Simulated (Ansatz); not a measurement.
Ansatz (a first-principles code) input:

Ansatz 0.2 input:
```yaml
crystal:
  periodic: [false, false, false]
  atoms:
    - {symbol: N, position_ang: [-1.09895445, 0.24210559, 0.04933160]}
    - {symbol: C, position_ang: [0.18292093, 0.38685930, -0.06554635]}
    - {symbol: O, position_ang: [1.06504916, -0.54321309, -0.00639096]}
    - {symbol: H, position_ang: [-1.55012573, -0.65357977, 0.20314888]}
    - {symbol: H, position_ang: [-1.70318167, 1.05336799, -0.01456906]}
    - {symbol: H, position_ang: [0.59089722, 1.37957484, -0.22917117]}
    - {symbol: H, position_ang: [0.73717246, -1.44955323, 0.13967593]}
basis:
  gaussian:
    orbitals: 6-31G
total_charge: 1
magnetization: {spin_polarized: false}
correlation: {method: ccsd_t, electrons: outside_noble_gas}
```

### Question
What final total energy does it print?

### Answer
-169.52192 Eh (CCSD(T)/6-31G). The basis has 35 functions.

It need not be the lowest isomer of its formula.
